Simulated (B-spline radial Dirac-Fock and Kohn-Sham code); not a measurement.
Ga⁵⁺: photoemission with 1950 eV photons

System: Ga⁵⁺ in the configuration [Ar] 3d8.

Input of the calculation (task.json; shells as n, l, electrons):

```json
{"items": [{
  "Z": 31,
  "q": 5,
  "cfg": [[1, 0, 2], [2, 0, 2], [2, 1, 6], [3, 0, 2], [3, 1, 6], [3, 2, 8]],
  "A": 69,
  "rrms": 3.9973,
  "do": ["binding", "quiet", "photo", "scan"],
  "hv": [27.2, 48.9, 68.0, 168.0, 228.0, 335.0, 365.0, 379.0, 770.0, 1630.0, 1950.0, 3060.0, 5680.0, 5710.0, 10300.0, 25600.0, 36900.0, 41700.0, 56900.0, 67500.0, 82800.0, 93100.0, 117000.0, 136000.0]
}]}
```

Run with: `python xray_run.py task.json out`

Level of theory: the independent-particle Dirac-Slater model, thresholds from Dirac-Fock; a B-spline atomic structure program. The asymmetry parameter β is from the dipole term alone. Kinetic energies are from the vacuum level. Open shells are spread statistically over j, without multiplet splitting.

```tsv
subshell	electrons	binding (eV)	kinetic (eV)	σ (kb)	β
L1 (2s)	2	1410.2	539.8	55.5	2.00
L2 (2p1/2)	2	1248.7	701.3	75.4	1.44
L3 (2p3/2)	4	1221.6	728.4	144	1.46
M1 (3s)	2	259.5	1690.5	9.74	2.00
M2 (3p1/2)	2	205.4	1744.6	8.25	1.49
M3 (3p3/2)	4	201.6	1748.4	15.8	1.51
M4 (3d3/2)	3.2	113.3	1836.7	2.17	0.94
M5 (3d5/2)	4.8	112.7	1837.3	3.16	0.92
```

Branching ratios of the spin-orbit partners (statistical value in brackets): 2p 1.92 (2.00), 3p 1.91 (2.00), 3d 1.46 (1.50).

Run: 3.2 s of CPU time on 1 thread of Neoverse-V1 (shared host), peak memory 0.48 GiB.
